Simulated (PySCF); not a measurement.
A structure optimised at PBE-D3(BJ)/def2-SVP, used in a PySCF frequency run:

```xyz
15

C      2.5683    -0.7645    -0.0230
O      1.4480     0.0758     0.0326
C      0.2301    -0.6230    -0.0674
B     -1.0521     0.3044     0.0285
C     -2.4887    -0.3101    -0.2421
O     -0.8623     1.6217     0.3292
H      2.5799    -1.5141     0.8092
H      3.4758    -0.1337     0.0618
H      2.6245    -1.3371    -0.9841
H      0.1361    -1.4042     0.7397
H      0.1731    -1.2218    -1.0187
H     -2.5611    -1.3780     0.0490
H     -3.3144     0.2406     0.2559
H     -2.6919    -0.2753    -1.3361
H     -1.7054     2.1077     0.3815
```
Charge 0, spin multiplicity 1.

### Question
Write its SMILES and formula.

### Answer
COCB(C)O, C₃H₉BO₂

### Question
What are its rotational constants (standard atomic weights)?

### Answer
7.6334, 1.7932, 1.4946 GHz
